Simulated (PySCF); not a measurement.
# Orbital picture of GaB⁺

M06 at R = 2.755 Å; Ga x2c-SVPall, B x2c-SVPall; spin-free X2C with a Gaussian nucleus (PySCF 2.14). State: ²Σ⁺ (doublet), unpaired electrons σ ↑. Only the outer orbitals are listed, counted within each symmetry.

```tsv
spin	orbital	occ.	ε (eV)	on Ga (%)	main shells (%)
α	1δ	1	-29.76	100	100 Ga d
α	1δ	1	-29.76	100	100 Ga d
α	3π	1	-29.70	100	100 Ga d
α	3π	1	-29.70	100	100 Ga d
α	7σ	1	-29.69	100	100 Ga d
α	8σ	1	-17.73	46	50 B s, 44 Ga s
α	9σ	1	-15.69	52	51 Ga s, 46 B s
α	10σ	1	-11.35	26	73 B p, 20 Ga p
α	4π	0	-8.35	46	54 B p, 45 Ga p
α	4π	0	-8.35	46	54 B p, 45 Ga p
α	5π	0	-7.01	55	55 Ga p, 45 B p
β	1δ	1	-29.75	100	100 Ga d
β	1δ	1	-29.75	100	100 Ga d
β	3π	1	-29.68	100	100 Ga d
β	3π	1	-29.68	100	100 Ga d
β	7σ	1	-29.66	100	100 Ga d
β	8σ	1	-17.27	64	63 Ga s, 32 B s
β	9σ	1	-14.99	38	62 B s, 35 Ga s
β	10σ	0	-8.30	44	49 B p, 43 Ga p
β	4π	0	-8.25	53	53 Ga p, 46 B p
β	4π	0	-8.25	53	53 Ga p, 46 B p
```

**Question.** Which are the highest filled and the lowest empty level, where do they sit, and how wide is the gap?

**Answer.** Highest filled α 10σ at -11.35 eV (in %: 73 B p, 20 Ga p); lowest empty α 4π at -8.35 eV (in %: 54 B p, 45 Ga p); the gap at M06 is 3.00 eV.

The bond order (Mayer) is 0.45 and the ⟨S²⟩ is 0.752. The charge on Ga (Mulliken, basis-dependent) is 0.73 and the charge on Ga (Löwdin, basis-dependent) is 0.66. The dipole moment (positive dipole points towards B; it is taken about the centre of mass and depends on that origin) is 2.15 D.

Spin–orbit coupling is left out. The state is the lowest determinant that a PBE0 search found; another state may lie lower at other levels.
